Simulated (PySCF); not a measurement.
Computed shifts of a molecule C₃H₇ClSi, PySCF with PBE/pcSseg-1, GIAO, gas phase, atoms alike by connectivity averaged where their shifts nearly agree, in ppm (number of nuclei): ²⁹Si: 8.3 (1). ¹³C: 10.1 (1), 8.2 (1), 5.0 (1). ¹H: 6.00 (1), 4.83 (1), 1.43 (1), 1.28 (1), 1.07 (1), 0.90 (1), 0.64 (1). References: ³⁵Cl against HCl (σ = 936.5 ppm); ²⁹Si against TMS (σ = 335.4 ppm); ¹³C against TMS (σ = 182.0 ppm); ¹H against TMS (σ = 31.49 ppm), references at their B3LYP-D3(BJ)/def2-TZVP geometries, non-relativistic (without spin–orbit terms, shifts of atoms bonded to Cl or Br come out too high). Coordinates come from a PBE-D3(BJ)/def2-SVP optimisation. The values are those of a single conformer.

Q: Identify the compound among the candidates.
A. Cl[SiH2]C1CC1
B. C[SiH2]/C=C/Cl
C. ClC1C[SiH2]C1
D. C/C([SiH3])=C/Cl

A: A, Cl[SiH2]C1CC1
